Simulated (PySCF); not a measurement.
Spinor energies of Xe⁶⁺ (xenon, charge +6)

Start: [Kr] 4d10 5s2. Calculated with PySCF 2.14 in x2c-TZVPPall-2c with one added diffuse shell each of s, p, d, f type (9s10p6d3f, 90 functions): generalised Hartree-Fock with the X2C-1e Hamiltonian and a Gaussian nucleus; spin-orbit coupling (SO) screened by Boettger's factors.

| spinor shell | electrons | ε, screened SO (eV) | weight of nominal j (screened SO) | rms radius, screened SO (bohr) |
| --- | --- | --- | --- | --- |
| 1s1/2 | 2 | -34801.8 | 1.000 | 0.0305 |
| 2s1/2 | 2 | -5582.8 | 1.000 | 0.124 |
| 2p1/2 | 2 | -5237.5 | 1.000 | 0.107 |
| 2p3/2 | 4 | -4910.0 | 1.000 | 0.112 |
| 3s1/2 | 2 | -1246.4 | 1.000 | 0.326 |
| 3p1/2 | 2 | -1101.4 | 1.000 | 0.318 |
| 3p3/2 | 4 | -1037.3 | 1.000 | 0.330 |
| 3d3/2 | 4 | -784.90 | 1.000 | 0.302 |
| 3d5/2 | 6 | -771.62 | 1.000 | 0.305 |
| 4s1/2 | 2 | -304.75 | 1.000 | 0.760 |
| 4p1/2 | 2 | -250.82 | 1.000 | 0.795 |
| 4p3/2 | 4 | -237.86 | 1.000 | 0.822 |
| 4d3/2 | 4 | -148.82 | 1.000 | 0.921 |
| 4d5/2 | 6 | -146.67 | 1.000 | 0.932 |
| 5s1/2 | 2 | -89.910 | 1.000 | 1.76 |

```
   quantity  screened SO
E (hartree)  -7436.59145
        M_J            0
       ⟨J²⟩        0.000
       ⟨L²⟩        0.023
       ⟨S²⟩        0.023
```

Breit and QED terms are absent; they matter most for the inner s and p1/2 levels.

Densities and radii are taken from the X2C orbitals without a picture-change correction, which distorts them close to the nucleus.
